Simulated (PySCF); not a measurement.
## A small calculation by hand: oscillator strength and radiative lifetime

Al(Cl)(OH)(SH) (AlClH₂OS), SMILES [Cl][Al]([OH])[SH].

Coordinates come from a B3LYP-D3(BJ)/def2-SVP optimisation. One conformer was computed; it need not be the lowest.

TDA-M06-2X/def2-SVPD run with PySCF puts the first singlet state with f over 0.02 at 5.81 eV (vertical), with the transition dipole (0.000, 0.000, -0.509) in atomic units.

### Question
Find the oscillator strength, the wavelength and the radiative lifetime that this transition would have in vacuum if emission retraced absorption.

### Answer

|μ|² = 0.2591 au, so |μ| = 1.29 D. ΔE = 5.81/27.211 = 0.2135 hartree. f = (2/3) ΔE |μ|² = 0.037 (the program prints 0.037).
λ = 1239.84/5.81 = 213 nm; ν = 46861 cm⁻¹.
Einstein's coefficient A = 0.6670 ν² f s⁻¹ (ν in cm⁻¹) = 5.4e7 s⁻¹, so τ = 1/A = 19 ns. This state is S1. The figure is the radiative limit of this one transition; relaxation, internal conversion, crossing to triplets and a medium change what is measured.
